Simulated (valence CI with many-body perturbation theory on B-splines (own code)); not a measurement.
## Ti: calculated level list

Computed by valence CI with perturbative core correlation (CI+MBPT): four valence electrons over a frozen Dirac-Fock core [Ar], a basis of 7 s, 7 p, 8 d, 6 f, 4 g, 1 h functions for each j, with the one-electron correlation potential Σ1, the two-electron term Σ2, the three-electron term Σ3, Breit, model QED; selected CI, second order for the rest, scaled by the run's own slope (own B-spline code, finite nucleus).

Against 25 measured levels this calculation errs by 270 cm⁻¹ on average and by 485 at most. These come from a selection out of the NIST Handbook of Basic Atomic Spectroscopic Data. Levels without a partner in it may be off by more, other configurations by 1,000 to 4,000 cm⁻¹. Among the levels kept, up to 380 cm⁻¹ of a level comes from second order outside the variational space, and about a tenth of that is noise between levels of different J, which matters for small intervals.

Levels 1 to 32 of 32, with energies above the lowest level, 3d2.4s2 3F_2. "Leading %" is the weight of the configuration and term that name the level; weights of strongly mixed levels are sums over their largest components and can fall short, so below about 35 % the name and the second component can differ from the true leading terms, or belong to a minority configuration. Lifetimes count E1, E2, E3, M1 and M2 decay at the calculated energies, and are blank where another channel may lead or the interval is too uncertain; long ones can be off by a factor of two.

```csv
No.,Configuration,Term,J,E (cm⁻¹),Leading %,Lifetime,Second component
1,3d2.4s2,3F,2,0.0,91,,4 % 3d2.4p2 3F
2,3d2.4s2,3F,3,174,91,7330 s,4 % 3d2.4p2 3F
3,3d2.4s2,3F,4,381,91,5600 s,4 % 3d2.4p2 3F
4,3d3.4s,5F,1,6747,94,,
5,3d3.4s,5F,2,6789,94,,
6,3d3.4s,5F,3,6850,94,48100 s,
7,3d3.4s,5F,4,6928,94,32000 s,
8,3d3.4s,5F,5,7028,94,26800 s,
9,3d2.4s2,1D,2,7587,86,89.3 s,
10,3d2.4s2,3P,0,8577,81,,9 % 3d3.4s 3P
11,3d2.4s2,3P,1,8637,81,,9 % 3d3.4s 3P
12,3d2.4s2,3P,2,8751,80,,9 % 3d3.4s 3P
13,3d3.4s,3F,2,11711,89,1.48 s,
14,3d3.4s,3F,3,11816,89,1.49 s,
15,3d3.4s,3F,4,11946,86,1.58 s,
16,3d2.4s2,1G,4,12118,78,28.3 s,9 % 3d3.4s 1G
17,3d3.4s,5P,1,14271,91,,
18,3d3.4s,5P,2,14320,91,36.1 s,
19,3d3.4s,5P,3,14396,91,37.3 s,
20,3d3.4s,3G,3,15382,89,747 ms,
21,3d2.4s.4p,5G°,2,15418,95,9.79 μs,
22,3d3.4s,3G,4,15429,89,773 ms,
23,3d3.4s,3G,5,15494,89,793 ms,
24,3d2.4s.4p,5G°,3,15516,95,9.83 μs,
25,3d2.4s.4p,5G°,4,15641,95,9.98 μs,
26,3d2.4s.4p,5G°,5,15792,94,10.2 μs,
27,3d2.4s.4p,5G°,6,15973,94,10.2 μs,
28,3d2.4s.4p,5F°,1,16393,92,756 ns,
29,3d2.4s.4p,5F°,2,16448,92,724 ns,
30,3d2.4s.4p,5F°,3,16533,92,715 ns,
31,3d2.4s.4p,5F°,4,16641,92,722 ns,
32,3d2.4s.4p,5F°,5,16777,91,725 ns,
```

Where two levels of one J and parity lie close, their mixing, g and order are uncertain.

The ionisation energy to 3d2.4s 4F_3/2 of the next ion comes out as 6.793 eV (NIST: 6.82812 eV (measured), further off than twice its uncertainty). All 32 levels together are meant to be complete up to 17370 cm⁻¹.
